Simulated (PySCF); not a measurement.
# Correlation energy of F (fluorine, neutral)

[He] 2s2 2p5, 2P determinant. All numbers are calculated (PySCF 2.14, scalar relativity by spin-free X2C-1e, in dyall-acv3z (15s9p4d2f, 76 functions)). Frozen: 1s2; 7 electrons correlated; the 19 highest virtual orbitals of each spin left out.

| level | correlation energy (mhartree) |
| --- | --- |
| CCSD | -223.29 |
| (T) | -4.61 |
| CCSD(T) | -227.90 |

Diagnostics: T1 = 0.0076, D1 = 0.0126, largest double amplitude 0.022.

Cost of the coupled-cluster step: roughly 2.8 core-seconds, for 7 correlated electrons.
